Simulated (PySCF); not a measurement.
Bonding in `C=CC1(C#CC(=O)[O-])CC1`

Species: C8H7O2 (charge -1).
Atom-mapped SMILES: `[CH2:1]=[CH:2][C:3]1([C:4]#[C:5][C:6](=[O:7])[O-:8])[CH2:9][CH2:10]1` (hydrogens: H11, H12 on C1; H13 on C2; H14, H15 on C9; H16, H17 on C10)

Geometry (GFN2-xTB, Å), atoms numbered from 1 in this order:
```
atom  x, y, z in Å
C1    -1.707   -1.747    1.231
C2    -0.578   -1.082    1.037
C3    -0.309   -0.103   -0.038
C4     1.019    0.462   -0.021
C5     2.126    0.937   -0.011
C6     3.517    1.550   -0.013
O7     3.612    2.592   -0.674
O8     4.360    0.926    0.643
C9    -1.437    0.797   -0.513
C10   -0.955   -0.301   -1.397
H11   -2.569   -1.632    0.593
H12   -1.819   -2.443    2.046
H13    0.257   -1.237    1.709
H14   -2.400    0.692   -0.032
H15   -1.178    1.812   -0.773
H16   -0.367   -0.037   -2.264
H17   -1.581   -1.172   -1.534
```

Bond orders from the PBE0/pcSseg-1 density (PySCF). Geometry: GFN2-xTB, one conformer, isolated ion. The pcSseg-1 basis has no diffuse functions, a weakness for an anion.

(1) How far do the computed orders between heavy atoms stray from the drawn ones?

(2) Set the Mayer orders of the bonds beside their lengths.

## Answers

(1) The largest departure is 0.780, at C4–C5 (drawn triple, 2.220). Drawn single, order above 1.12: C6–O8 (1.726). Drawn double or triple, more than 0.30 short of the drawn order: C4–C5 (2.220). The SMILES, with its formal charges, is one Lewis structure only.

(2) 
```tsv
bond	drawn as	length (Å)	Mayer order
C1–C2	double	1.324	1.970
C2–C3	single	1.479	1.059
C3–C4	single	1.443	1.024
C4–C5	triple	1.205	2.220
C5–C6	single	1.520	0.957
C6–O7	double	1.238	1.726
C6–O8	single	1.237	1.726
C3–C9	single	1.519	0.901
C9–C10	single	1.490	0.987
C10–C3	single	1.518	0.904
C1–H11	single	1.079	0.950
C1–H12	single	1.078	0.947
C2–H13	single	1.083	0.960
C9–H14	single	1.081	0.948
C9–H15	single	1.080	0.954
C10–H16	single	1.080	0.954
C10–H17	single	1.081	0.948
```

By pair of heavy elements: C–C: lowest C3–C9 and C10–C3 (0.901, 1.519 Å), highest C4–C5 (2.220, 1.205 Å); in 1 of the 28 pairs the longer bond (by over 0.003 Å) has the higher order (by 0.02 or more). C–O: all 2 within 0.02 of one another (1.726 to 1.726). Bonds named together lie within 0.004.

Problem. Sum the orders of all bonds at each heavy atom with more than one neighbour and set the sums beside the valence in the SMILES.

Solution. C1 3.867 (drawn 4), C2 3.989 (drawn 4), C3 3.888 (drawn 4), C4 3.244 (drawn 4), C5 3.177 (drawn 4), C6 4.409 (drawn 4), C9 3.790 (drawn 4), C10 3.793 (drawn 4). Orders between atoms that aren't bonded are not in these sums.

Mayer orders depend on the basis set.
